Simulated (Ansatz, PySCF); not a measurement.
Reaction (SMILES): [Si]=S + 3 [H][H] (H2) -> S (H2S) + [SiH4] (SiH4)
Structures are relaxed separately at B3LYP-D3(BJ)/def2-TZVP in Ansatz (an electronic-structure program).
Geometry of the first species:
```xyz
2

Si     0.0000     0.0000    -1.0336
S      0.0000     0.0000     0.9044
```

Property: energy of full hydrogenation (electronic energy difference), in kJ/mol. Valence correlation only, unless marked. No spin-orbit coupling. No relativistic terms. FCI takes restricted orbitals. CBS marks a two-point X^-3 extrapolation of the correlation energy; Hartree-Fock from the larger set.

```
level                           program  energy of full hydrogenation (kJ/mol)
-----------------------  --------------  -------------------------------------
HF-D4/def2-TZVPD          PySCF + dftd4                                 -191.6
PBE0-D3(BJ)/def2-TZVP    Ansatz + dftd3                                 -163.2
TPSSh/def2-TZVPD                  PySCF                                 -158.4
HSE06-D3(BJ)/def2-TZVPD  Ansatz + dftd3                                 -163.4
```

Q: Predict the CCSD(T)/CBS(def2-TZVPPD,def2-QZVPPD) result (Ansatz).

A: -139.8 kJ/mol
